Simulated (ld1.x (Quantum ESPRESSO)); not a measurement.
# Bi: PAW pseudisation with PBE, scalar-relativistic reference atom.

ld1.x (Quantum ESPRESSO) 7.5 input, shortened:

```
&input
   title='Bi', zed=83., rel=1, dft='PBE', iswitch=3,
   config='[Xe] 4f14 5d10 6s2 6p3'
 /
 &inputp
   pseudotype=3, lpaw=.true., tm=.true., lloc=-1, rcloc=0.90,
   nlcc=.true., new_core_ps=.true., rcore=0.70,
   which_augfun='PSQ', rmatch_augfun_nc=.true.
 /
8
6S  1  0   2.00   0.00  1.45  1.90  0.0
6S  1  0   0.00   2.90  1.45  1.90  0.0
6P  2  1   3.00   0.00  1.95  2.25  0.0
6P  2  1   0.00   0.05  1.95  2.25  0.0
5D  3  2  10.00   0.00  1.85  2.20  0.0
5D  3  2   0.00  -1.55  1.85  2.20  0.0
4F  4  3  14.00   0.00  0.60  0.70  0.0
4F  4  3   0.00  -9.40  0.60  0.70  0.0
 &test
   configts(1)='4f14 5d10 6s2 6p3'
 /
```

All-electron outer shells of the reference configuration (PBE, scalar-relativistic, ld1.x):

```json
{"shell": "5s", "level (eV)": "-157.79", "outermost node (bohr)": "0.44", "outermost maximum (bohr)": "0.77"}
{"shell": "4f", "level (eV)": "-152.59", "outermost node (bohr)": "–", "outermost maximum (bohr)": "0.34"}
{"shell": "5p", "level (eV)": "-95.86", "outermost node (bohr)": "0.48", "outermost maximum (bohr)": "0.86"}
{"shell": "5d", "level (eV)": "-27.08", "outermost node (bohr)": "0.51", "outermost maximum (bohr)": "1.03"}
{"shell": "6s", "level (eV)": "-14.48", "outermost node (bohr)": "0.98", "outermost maximum (bohr)": "1.88"}
{"shell": "6p", "level (eV)": "-4.57", "outermost node (bohr)": "1.14", "outermost maximum (bohr)": "2.44"}
```

(1) Is a potential produced?

Answers

(1) No. ld1.x (Quantum ESPRESSO) 7.5 stopped with "compute_chi: chi too large beyond r_c": the function χ = (ε − T − V_loc)φ does not vanish beyond the cutoff radius.
